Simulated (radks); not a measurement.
The numbers below are computed, except where a source is named.
Initial-state core-level shifts of neutral technetium when its valence configuration changes from [Kr] 4d5 5s2. Level of theory: Dirac Kohn-Sham, PBE, spin-unpolarised, spherical densities, finite nucleus; open shells fill j = l - 1/2 first; Fermi nuclear charge, rms radius 4.4112 fm (a radial shooting solver on a logarithmic mesh with Libxc functionals). Shifts are changes of the shell-averaged eigenvalues in eV (positive: less bound); the change of the density at the nucleus, which sets a Mossbauer isomer shift, is in e/bohr^3, on a base of 1.002e+05.

valence,2s,3s,3p,3d,density at nucleus
4d5 5s1 5p1,-1.346,-1.362,-1.361,-1.358,-12.44
4d3 5s2 5p2,-11.011,-10.761,-10.761,-10.816,+17.57
4d4.5 5s2 5p0.5,-2.585,-2.550,-2.550,-2.560,+3.96
4d6 5s1,+3.299,+3.249,+3.249,+3.267,-16.78
4d4 5s2 5p1,-5.263,-5.176,-5.177,-5.199,+8.17
4d5 5p2,-2.547,-2.580,-2.579,-2.573,-26.49
4d4 5p3,-7.713,-7.653,-7.651,-7.670,-23.60
4d5 5s1.5 5p0.5,-0.697,-0.705,-0.705,-0.703,-5.99
4d6 5s0.5 5p0.5,+2.598,+2.537,+2.538,+2.557,-22.40
